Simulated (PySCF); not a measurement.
Compound: C₅H₄F₃O (doublet state).
Z-matrix (Å and degrees, GFN2-xTB geometry), rows numbered from 1:
```
C 
C   1  1.3203
O   2  1.3767  1  120.04
C   3  1.3170  2  122.07  1  -179.88
F   4  1.3770  3  115.21  2    -1.38
C   4  1.3086  3  125.19  2   179.21
C   6  1.4501  4  139.19  3  -179.12
F   7  1.3558  6  113.04  4  -124.10
F   7  1.3564  6  113.05  4   115.63
H   1  1.0727  2  120.51  3  -179.97
H   1  1.0748  2  121.29  3    -0.02
H   2  1.0814  1  123.37  3   179.98
H   7  1.1155  6  110.93  4    -4.25
```

The hyperfine couplings belong to this conformer and change with its torsions.

As a line formula: `C=CO/C(F)=[C]/C(F)F` [radical].

Computed with UKS B3LYP, pcH-1 on C F H O, non-relativistic, mean-field spin-orbit, GIAO (PySCF). Geometry: GFN2-xTB, one conformer, isolated molecule. Couplings are sensitive to structure, and on GFN2-xTB geometries they can be far from those on DFT ones. Stability of the SCF solution: not tested.

(1) What is the g tensor, term by term?

(2) What are the electron Larmor frequencies g μB B/h along the three axes at 3350 mT?

(3) Average each term over the three axes. Which is largest in size?

(4) What effective moment and Curie constant follow for a powder?

(5) In a frozen sample, at which fields do the three g values resonate at 9.5, 34, 94 and 263 GHz (hyperfine left aside), and which band first spreads them over more than twice a line width of 1.0 mT?

Results:

(1) 
```tsv
Δg (ppm)	1	2	3
relativistic mass correction	-166	-166	-166
gauge correction	30	60	8
orbital Zeeman/spin–orbit	-743	153	355
total	-879	47	198
```

So g = 2.00144, 2.00237, 2.00252 and g_iso = 2.00211; the tensor is close to axial: the two nearest values differ by 14 % of g3 − g1. 

(2) 93.8424, 93.8858, 93.8929 GHz for g1, g2 and g3, a range of 50.5 MHz.

(3) The mass correction -166, the orbital-Zeeman/spin–orbit term -78 and the gauge correction 33 ppm, for a total of -211 ppm. The mass correction is the largest in size. The mass correction is the same along every axis, so the anisotropy comes from the other two: their spans along these axes are 52 (gauge) and 1098 ppm (orbital Zeeman/spin–orbit).

(4) With the mean of g² = 4.0084 and S(S+1) = 0.75: μ_eff = √(⟨g²⟩S(S+1)) = 1.734 μB and χT = 0.12505·⟨g²⟩·S(S+1) = 0.376 cm³ K/mol (cgs; spin-Hamiltonian part alone).

(5) 
| band | GHz | B(g3) mT | B(g2) mT | B(g1) mT | spread mT |
| --- | --- | --- | --- | --- | --- |
| X | 9.5 | 338.95 | 338.98 | 339.13 | 0.18 |
| Q | 34.0 | 1213.08 | 1213.18 | 1213.74 | 0.65 |
| W | 94.0 | 3353.82 | 3354.07 | 3355.63 | 1.80 |
| J | 263.0 | 9383.57 | 9384.27 | 9388.62 | 5.05 |

The spread grows in proportion to the frequency. J band is the first where it exceeds 2.0 mT.

Largest spin populations (Mulliken): C6 (+1.00) and C4 (-0.08). No atom but C6 exceeds +0.15.

The HOMO–LUMO gaps are 6.33 eV among the α and 3.19 eV among the β orbitals.
